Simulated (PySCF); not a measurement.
Compound: C8H7OP.
Numbering: `[O:1]=[C:2]=[P:3][CH2:4][c:5]1[cH:6][cH:7][cH:8][cH:9][cH:10]1`

Cartesian coordinates in Å at the GFN2-xTB level; atoms count from 1:
```
atom  x, y, z in Å
O1     2.6073    0.6777    1.8792
C2     2.5783   -0.1953    1.1130
P3     2.6332   -1.5241    0.1515
C4     1.4163   -0.8803   -1.1644
C5     0.1918   -0.2888   -0.5518
C6     0.0548    1.0892   -0.4343
C7    -1.0714    1.6347    0.1550
C8    -2.0724    0.8094    0.6380
C9    -1.9424   -0.5649    0.5277
C10   -0.8168   -1.1103   -0.0614
H11    1.1755   -1.7585   -1.7676
H12    1.9487   -0.1606   -1.7885
H13    0.8347    1.7375   -0.8088
H14   -1.1655    2.7072    0.2394
H15   -2.9493    1.2362    1.1014
H16   -2.7190   -1.2142    0.9039
H17   -0.7109   -2.1830   -0.1424
```

NICS is the negative of the GIAO shielding at a point without a nucleus: at the ring centre (0) and 1 Å above and below it (1); zz is the component along the ring normal. Level: GIAO PBE0/pcSseg-1 (PySCF, non-relativistic, gas phase) on the GFN2-xTB geometry, one conformer.

Ring bond lengths (Å), with Mayer bond orders in brackets: C5–C6 1.390 (1.40), C6–C7 1.383 (1.44), C7–C8 1.384 (1.44), C8–C9 1.385 (1.42), C9–C10 1.383 (1.46), C10–C5 1.390 (1.39).

What do the NICS probes read (ppm)?

| ring | type | NICS(0) | NICS(1), two faces | NICS(1)zz, two faces | rms pucker (Å) | centre to ring atoms, mean (Å) |
| --- | --- | --- | --- | --- | --- | --- |
| C5–C6–C7–C8–C9–C10 | 6-membered carbocycle; formal bonds all aromatic | -8.7 | -11.1 / -11.3 | -27.6 / -28.6 | 0.00 | 1.39 |

What can be read from them?

- C5–C6–C7–C8–C9–C10: mean NICS(1)zz -28.1 ppm, shielded. The ring is flat and has no four-coordinate atom; by the NICS criterion it is aromatic.

What does the geometric index give? HOMA = 1 − mean of α(R − Ropt)² over the ring bonds, with Krygowski's 1993 parameters (CC: Ropt 1.388 Å, α 257.7 Å⁻²).

- C5–C6–C7–C8–C9–C10: HOMA 1.00 = 1 − EN − GEO, with mean bond length 1.386 Å, EN = α(Ropt − mean)² = 0.001 and GEO = α × variance = 0.002. The geometric and the magnetic index point the same way.

What field does 11.7 T along the ring normal induce along that normal at the first NICS(1) probe listed for ring C5–C6–C7–C8–C9–C10, 1 Å off the ring?

NICSzz × B0 = -27.6 ppm × 11.7 T = -323 μT, against the applied field.

Give the inner angles of the rings and the Hirshfeld charges of the ring atoms.

- C5–C6–C7–C8–C9–C10: C5 119.0° (-0.005 e), C6 120.5° (-0.056 e), C7 120.1° (-0.046 e), C8 119.7° (-0.050 e), C9 120.1° (-0.046 e), C10 120.5° (-0.054 e); sum 720.0° against 720° for a flat convex ring.
